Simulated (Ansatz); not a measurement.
The same path of FHOSSi (5 atoms, charge 0, multiplicity 1) was run 3 times with different band settings. The coordinate that changes most is the dihedral H5–O1–Si2–S4.

The calculation used Ansatz 0.2.0, RKS r2SCAN/def2-SVP.

Relaxed end points:

```xyz
5
Properties=species:S:1:pos:R:3
O -0.326 1.159 -0.230
Si -0.129 -0.436 0.063
F 1.466 -0.626 0.246
S -1.481 -1.806 0.171
H 0.470 1.709 -0.250
```

```xyz
5
Properties=species:S:1:pos:R:3
O 0.323 1.173 -0.172
Si 0.095 -0.427 0.082
F 1.594 -0.948 0.314
S -1.527 -1.478 0.111
H -0.485 1.680 -0.334
```

Common settings: spring 5.0 eV/Å²; optimiser quadratic models (default); start path through a guess of the saddle point; force threshold 0.05 eV/Å; end points relaxed.

| run | movable images | climbing image | iteration limit |
| --- | --- | --- | --- |
| 1 | 7 | yes | 33 |
| 2 | 8 | no | 36 |
| 3 | 2 | no | 60 |

(1) What does each run give, and how far can it be trusted?

## Answers

(1) Run 1: converged after 9 iterations, highest image 0.187 eV above the first end. A vibrational analysis at the climbing image gives one clearly imaginary mode, 443i cm⁻¹: a first-order saddle point.
Run 2: converged after 9 iterations, highest image 0.182 eV above the first end. No image climbed, so the highest image needn't sit at the top of the path.
Run 3: converged after 10 iterations, highest image 0.142 eV above the first end. No image climbed, so the highest image needn't sit at the top of the path. So few images can step over the top or miss a turn of the path.
